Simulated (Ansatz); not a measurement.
Ideal-gas functions of C₂H₂F₂Ge (`C#[C][GeH]([F])[F]`) at 500 K and 1 bar, from an Ansatz frequency run at PBE0-D4/def2-TZVP.

Molar mass 136.64 g/mol, point group Cs (symmetry number 1), electronic degeneracy 1, moments of inertia 90.024, 196.877, 248.199 u Å². Harmonic wavenumbers (cm⁻¹, unscaled): 116, 145, 236, 312, 334, 546, 718, 718, 745, 746, 749, 753, 2178, 2244, 3463.

Use S(trans) = R[1.5 ln M + 2.5 ln T − 1.1517]; rotational temperatures θ = 24.2544 K / I; S(rot) = R[ln(√π/σ · √(T³/θAθBθC)) + 1.5]; for each mode x = 1.438777 ν̃/T, S = R[x/(eˣ − 1) − ln(1 − e⁻ˣ)] and H = RT x/(eˣ − 1); 1 cm⁻¹ = 0.0119627 kJ/mol; R = 8.31446 J/(mol·K).

**Question.** By hand: the entropy, in J/(mol·K).

**Answer.** Translation 180.9. Rotation: θ = 0.2694, 0.1232, 0.0977 K, giving 118.6. Vibration, mode by mode: 17.48, 15.64, 11.69, 9.48, 8.96, 5.36, 3.62, 3.62, 3.40, 3.40, 3.37, 3.34, 0.11, 0.10, 0.00, in all 89.6. Electronic 0.0. Sum 389.1 J/(mol·K).

**Question.** By hand: H − E and G − E in kJ/mol, counted from the electronic energy.

**Answer.** Zero-point energy ½ × 14003 × 0.0119627 = 83.8; thermal vibration 23.8; translation, rotation and pV give 4 RT = 16.6. H − E = 124.2 kJ/mol, and G − E = 124.2 − 500 × 389.1/1000 = -70.4 kJ/mol.

Vibration gives 23 % of the entropy, 33.1 J/(mol·K) of it from the modes under 150 cm⁻¹: soft modes count most, and the harmonic formula is weakest for them.
